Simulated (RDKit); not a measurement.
RDKit input (UFF):

```python
from rdkit import Chem
from rdkit.Chem import AllChem, rdDetermineBonds

mol = Chem.MolFromXYZFile('mol.xyz')
rdDetermineBonds.DetermineBonds(mol, charge=0)
print('SMILES', Chem.MolToSmiles(Chem.RemoveHs(mol)))
ff = AllChem.UFFGetMoleculeForceField(mol)
e0 = ff.CalcEnergy()
flag = ff.Minimize(maxIts=5000, forceTol=1e-5)
print(f'energy {e0:.4f} -> {ff.CalcEnergy():.4f} kcal/mol, converged: {flag == 0}')
print(Chem.MolToXYZBlock(mol))
```
mol.xyz:
```
11

C     -1.61393400    -0.66138100    -0.34586500
Ge    -0.00008400     0.34663400     0.15401900
C      1.61426200    -0.69931600    -0.25873100
H     -2.51225300    -0.08755500    -0.11983100
H     -1.60267300    -0.88330000    -1.41320500
H     -1.65476800    -1.60188800     0.20401500
H     -0.03705900     0.66923800     1.66435000
H      0.03649000     1.68374600    -0.61885300
H      1.60328300    -1.64017500     0.29195500
H      2.51231000    -0.14660000     0.01578900
H      1.65537800    -0.92158600    -1.32526600
```

Output:

```
SMILES [CH3][GeH2][CH3]
energy 0.3355 -> -0.8431 kcal/mol, converged: True
11

C     -1.584848   -0.661832   -0.345128
Ge    -0.000083    0.347339    0.154333
C      1.585176   -0.699089   -0.259568
H     -2.490990   -0.066799   -0.109924
H     -1.556198   -0.879339   -1.432540
H     -1.609509   -1.614680    0.222382
H     -0.037558    0.648791    1.674028
H      0.037001    1.677225   -0.640510
H      1.556808   -1.651894    0.307842
H      2.491037   -0.125352    0.024543
H      1.610115   -0.916553   -1.347080
```

The geometry given is a B3LYP-D3(BJ)/def2-TZVP minimum.
